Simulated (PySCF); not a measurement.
Identify the unknown among the candidates.

All candidates are C5H5F3O2.

| technique | computed result |
| --- | --- |
| Triplet | lowest triplet excitation (Tamm–Dancoff): 3.92 eV [TDA PBE0/def2-SVPD] |
| Polarisability | 69.7 au [PBE0/def2-SVPD] |
| UV, strongest line | among the 6 lowest singlet transitions: S3 at 6.64 eV (187 nm, f = 0.379) [TDDFT PBE0/def2-SVPD] |
| 13C NMR | chemical shifts (computed TMS as zero) by class: 168.6 (1 C), 142.2 (1 C), 140.0 (1 C), 131.1 (1 C), 54.1 (1 C) ppm [GIAO PBE0/pcSseg-1] |
| 1H NMR | chemical shifts (computed TMS as zero) by class: 7.29 (1 H), 6.79 (1 H), 4.10 (3 H) ppm [GIAO PBE0/pcSseg-1] |
| NMR, other nuclei | isotropic shieldings of nuclei other than C and H, by class: -76 (1 O), 144 (1 O), 253 (3 F) ppm [GIAO PBE0/pcSseg-1] |
| Rotational structure | rotational constants A, B, C: 2.141, 1.066, 0.817 GHz [GFN2-xTB] |

Electronic properties: PySCF, gas phase, density fitting. Levels stand in brackets. Isolated species at its GFN2-xTB geometry (one conformer only). NMR classes are plain means over equivalent atoms (diastereotopic ones count apart unless rotation or inversion swaps them), as if these changed places fast.

Question: Which candidate is it?
A. `FC(F)(F)O[C@@H]1C=CCO1`
B. `FC(F)(F)OC1=COCC1`
C. `C=C(C(=O)OC)C(F)(F)F`

Answer: C. It is `C=C(C(=O)OC)C(F)(F)F`. Numbering: `[CH2:1]=[C:2]([C:3](=[O:4])[O:5][CH3:6])[C:7]([F:8])([F:9])[F:10]`. Its formula, C5H5F3O2, gives 2 degrees of unsaturation: 0 rings and 2 π bonds in the structure found. 5 carbons fall into 5 classes; from least to most shielded: ester carbonyl carbon [C3] (168.6 ppm), terminal =CH2 carbon [C1] (142.2 ppm), fully substituted alkene carbon [C2] (140.0 ppm), CF3 carbon [C7] (131.1 ppm), methoxy carbon [C6] (54.1 ppm). Hydrogen classes from least to most shielded: 1 H on a terminal =CH2 carbon, C1 (7.29 ppm), 1 H on a terminal =CH2 carbon, C1 (6.79 ppm), 3 H on a methoxy carbon, C6 (4.10 ppm). The other shieldings belong to: -76 ppm, ester carbonyl oxygen [O4]; 144 ppm, ester single-bonded oxygen [O5]; 253 ppm, fluorine of a CF3 group [F8/F9/F10]. By its constants the optimised geometry is an asymmetric top.

The others, at the same levels:
- `FC(F)(F)OC1=COCC1` fails: its computed 13C shifts are 138.1 (1 C), 137.9 (1 C), 129.7 (1 C), 69.6 (1 C), 33.7 (1 C) ppm, 1H shifts are 6.44 (1 H), 4.63 (2 H), 3.17 (2 H) ppm and strongest line among the 6 lowest singlet transitions is S2 at 6.02 eV (206 nm, f = 0.134) (against S3 at 6.64 eV).
- `FC(F)(F)O[C@@H]1C=CCO1` fails: its computed 13C shifts are 143.5 (1 C), 133.3 (1 C), 130.3 (1 C), 112.2 (1 C), 81.0 (1 C) ppm, 1H shifts are 6.72 (1 H), 6.58 (1 H), 6.13 (1 H), 5.20 (1 H), 5.03 (1 H) ppm and lowest triplet excitation (Tamm–Dancoff) is 4.40 eV (against 3.92 eV).

Each candidate is one conformer, not necessarily the lowest. The conformers computed, where there is a choice (atom-mapped SMILES and torsion angles):
- `[CH2:1]=[C:2]([C:3](=[O:4])[O:5][CH3:6])[C:7]([F:8])([F:9])[F:10]`: C1–C2–C3–O4 0°, C2–C3–O5–C6 180°, C1–C2–C7–F8 -120°
- `[F:1][C:2]([F:3])([F:4])[O:5][C:6]1=[CH:7][O:8][CH2:9][CH2:10]1`: F1–C2–O5–C6 180°, C2–O5–C6–C7 0°
- `[F:1][C:2]([F:3])([F:4])[O:5][C@@H:6]1[CH:7]=[CH:8][CH2:9][O:10]1`: F1–C2–O5–C6 170°, C2–O5–C6–C7 178°
